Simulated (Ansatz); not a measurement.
Born–Oppenheimer molecular dynamics of ClFH4OSn (8 atoms, charge 0, multiplicity 1). It starts at the highest image of a converged band. Of that band: A structure lower than the last end lies on the path between it and the top, so the climb from that side starts below the end, which may itself be a saddle point or a shallow side well. Neighbouring images differ by up to 1.8 eV, so the band resolves the path poorly. A vibrational analysis at the climbing image gives one clearly imaginary mode, 1608i cm⁻¹: a first-order saddle point.

Method: RHF/def2-SVP (Ansatz 0.2.0).

```yaml
ensemble: NVE (velocity Verlet)
time_step: 0.5 fs
steps_asked: 200
starting_velocities_drawn_for: 100 K
seed: 6677
```

First frame:

```xyz
8
Properties=species:S:1:pos:R:3
Sn -0.316 -0.007 -0.189
H 0.140 -0.513 1.685
O 1.606 -0.025 -0.519
H 2.113 -0.798 -0.319
H -0.811 1.478 -0.790
Cl -1.141 -1.958 -1.150
F -1.839 0.069 1.342
H -0.786 -0.304 1.805
```

Task: How far do the bonds stretch over the last three quarters of this one trajectory? (Pairs bonded in most of those frames.)

Result: 
| bond | mean (Å) | spread (Å) | shortest | longest |
| --- | --- | --- | --- | --- |
| Sn1–O3 | 1.946 | 0.021 | 1.91 | 1.98 |
| Sn1–H5 | 1.683 | 0.018 | 1.65 | 1.72 |
| Sn1–Cl6 | 2.329 | 0.010 | 2.32 | 2.35 |
| Sn1–F7 | 1.922 | 0.130 | 1.76 | 2.13 |
| H2–H8 | 0.750 | 0.014 | 0.73 | 0.77 |
| O3–H4 | 0.947 | 0.003 | 0.94 | 0.95 |

Mean temperature of the second half: 1966 K. The conserved energy stayed within 0.065 meV per atom of its start (net change -0.04 meV per atom), so the integration is sound. The kinetic energy rose, since the run started high on the potential surface and went downhill. It ends in pieces (ClFH2OSn + H2), so much of that is their flight and rotation, not heat. A run of 0.1 ps of so small a system gives no equilibrium averages. The orbitals stay closed-shell, which can raise the energy where a bond breaks towards radicals; this wasn't checked here.

The run took 7.9 min on 1 thread of Intel(R) Xeon(R) Platinum 8375C CPU @ 2.90GHz (Ice Lake), on a shared host, peak memory 0.2 GiB.
